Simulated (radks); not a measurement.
Neutral krypton inside a hard spherical wall (all orbitals vanish at R), configuration held at [Kr] and not refilled when levels cross. Calculated with a radial shooting solver on a logarithmic mesh with Libxc functionals: non-relativistic Kohn-Sham, r2SCAN, spin-polarised, spherical densities, point nucleus; meta-GGA in the generalised Kohn-Sham scheme. Eigenvalues in eV for spin up, with the zero of energy where the potential of the charges vanishes at infinity; a dash marks a level that is unbound or too diffuse for the functional's potential to be trusted. A positive occupied level is held by the wall or, in an anion where self-interaction has pushed it up, behind a barrier. The pressure on the wall is -dE/dV.

R (bohr)  E (hartree)  kinetic (hartree)    e(3p)    e(3d)    e(4s)   e(4p)  e(5s, empty)  e(5p, empty)  pressure (GPa)
free      -2753.80462           2752.251  -197.45  -84.805  -23.063  -9.682             -             -               0
12        -2753.80462           2752.251  -197.45  -84.805  -23.063  -9.682         0.513         1.696        < 0.0001
10        -2753.80462           2752.251  -197.45  -84.804  -23.063  -9.682         0.897         2.532        0.000258
7         -2753.80353           2752.263  -197.38  -84.735  -23.007  -9.627         2.873         6.180          0.0894
6         -2753.79857           2752.307  -197.16  -84.516  -22.838  -9.457         4.872         9.390           0.679
4         -2753.60422           2753.492  -193.23  -80.605  -20.004  -6.321        20.925        30.226            53.2
3         -2752.51477           2758.409  -182.49  -69.974  -11.701   3.469        58.129        72.164             654
2.5       -2750.32644           2766.530  -169.90  -57.565    0.327  17.652        106.79        124.12            2690
1.5       -2718.69893           2861.164  -95.773   17.680   129.29  158.46        503.43        522.36          100000
